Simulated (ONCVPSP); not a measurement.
**An all-electron radial function and its pseudo partner (P (Z = 15))**

Columns: radius, all-electron u(r) and pseudo u(r) of the 3p shell (level -5.51 eV) of phosphorus in the configuration [Ne] 3s2 3p3; PBE, scalar-relativistic, ONCV scheme, ONCVPSP 4.0.1.

```json
{"r (bohr)": "0.082", "all-electron": "-0.0999", "pseudo": "0.0037"}
{"r (bohr)": "0.165", "all-electron": "-0.2266", "pseudo": "0.0149"}
{"r (bohr)": "0.248", "all-electron": "-0.2901", "pseudo": "0.0331"}
{"r (bohr)": "0.330", "all-electron": "-0.2893", "pseudo": "0.0576"}
{"r (bohr)": "0.413", "all-electron": "-0.2413", "pseudo": "0.0885"}
{"r (bohr)": "0.495", "all-electron": "-0.1653", "pseudo": "0.1246"}
{"r (bohr)": "0.578", "all-electron": "-0.0732", "pseudo": "0.1662"}
{"r (bohr)": "0.660", "all-electron": "0.0230", "pseudo": "0.2115"}
{"r (bohr)": "0.742", "all-electron": "0.1183", "pseudo": "0.2597"}
{"r (bohr)": "0.825", "all-electron": "0.2096", "pseudo": "0.3101"}
{"r (bohr)": "0.908", "all-electron": "0.2934", "pseudo": "0.3606"}
{"r (bohr)": "0.990", "all-electron": "0.3676", "pseudo": "0.4096"}
{"r (bohr)": "1.072", "all-electron": "0.4331", "pseudo": "0.4568"}
{"r (bohr)": "1.155", "all-electron": "0.4906", "pseudo": "0.5021"}
{"r (bohr)": "1.238", "all-electron": "0.5396", "pseudo": "0.5439"}
{"r (bohr)": "1.320", "all-electron": "0.5798", "pseudo": "0.5809"}
{"r (bohr)": "1.402", "all-electron": "0.6122", "pseudo": "0.6124"}
{"r (bohr)": "1.485", "all-electron": "0.6379", "pseudo": "0.6378"}
{"r (bohr)": "1.568", "all-electron": "0.6568", "pseudo": "0.6568"}
{"r (bohr)": "1.650", "all-electron": "0.6696", "pseudo": "0.6696"}
{"r (bohr)": "1.733", "all-electron": "0.6773", "pseudo": "0.6773"}
{"r (bohr)": "1.815", "all-electron": "0.6803", "pseudo": "0.6803"}
{"r (bohr)": "1.898", "all-electron": "0.6794", "pseudo": "0.6794"}
{"r (bohr)": "1.980", "all-electron": "0.6750", "pseudo": "0.6750"}
{"r (bohr)": "2.062", "all-electron": "0.6677", "pseudo": "0.6677"}
{"r (bohr)": "2.145", "all-electron": "0.6579", "pseudo": "0.6579"}
```

Question: How many radial nodes do the two functions have?

Answer: The all-electron 3p function has n − l − 1 = 1; the pseudo-wave has 0, since the states of the same l below it are removed with the core.

Question: At about which radius was the pseudo-wave matched?

Answer: 1.50 bohr. The columns agree to 0.0005 from 1.40 bohr on; several derivatives are matched, so the curves merge somewhat inside the radius.

Question: Where does each function peak?

Answer: Outermost all-electron maximum near 1.81 bohr, pseudo maximum near 1.81 bohr (to the table’s step).

Question: Is the pseudo-wave norm-conserving?

Answer: Yes: the ONCV scheme keeps the norm inside the radius equal to the all-electron one, which fixes the energy derivative of the logarithmic derivative at the level.
